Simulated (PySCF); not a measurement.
From one molecule to another.

First species: Cyclooctasulfur, S8.
Bonds: S1–S2, S2–S3, S3–S4, S4–S5, S5–S6, S6–S7, S7–S8, S1–S8.

Second species: C4H8FPSi2.
SMILES: `c1([pH]c(c([SiH3])c1)F)[SiH3]`

Levels: PBE0/def2-SVPD for dipole moment, HOMO energy, LUMO energy, HOMO–LUMO gap, static isotropic polarisability and electronic spatial extent ⟨r²⟩ about the centre of nuclear charge; TDDFT PBE0/def2-SVPD for lowest singlet excitation; TDA PBE0/def2-SVPD for lowest triplet excitation (Tamm–Dancoff). Geometries: GFN2-xTB. Each species is one conformer at its optimised geometry, gas phase, non-relativistic unless stated. Electronic properties by PySCF.

(1) Which of the two has the higher T1 energy, and by how much?

(2) Which has the higher HOMO energy?

(3) Which has the higher LUMO energy?

(4) Which has the higher S1 energy?

(5) Which has the higher static isotropic polarisability?

(6) Which has the higher ⟨r²⟩?

(7) Which of the two has the higher dipole moment, and by how much?

(8) Which has the higher HOMO–LUMO gap?

Answers

(1) The first: 3.69 eV against 2.82 eV, a difference of 0.87 eV.

(2) The second: -6.91 eV against -7.77 eV, a difference of 0.86 eV.

(3) The second: -1.67 eV against -2.37 eV, a difference of 0.70 eV.

(4) The second: 4.42 eV against 4.19 eV, a difference of 0.23 eV.

(5) The first: 168.6 au against 126.2 au, a difference of 42.4 au.

(6) The first: 2881 bohr² against 1991 bohr², a difference of 890 bohr².

(7) The second: 1.23 D against 0.00 D, a difference of 1.23 D.

(8) The first: 5.40 eV against 5.24 eV, a difference of 0.16 eV.

On the first: The 8 singlets span 4.19 to 4.60 eV, and their oscillator strengths add up to 0.05. The vertical singlet–triplet gap S1 − T1 is 0.50 eV (TDDFT singlet less Tamm–Dancoff triplet).

On the second: No computed singlet falls in the visible range (750 to 380 nm, 1.65 to 3.26 eV); S1 lies 1.16 eV above its blue end. The dipole matches unit charges of opposite sign 0.26 Å apart (1 e·Å = 4.8032 D).
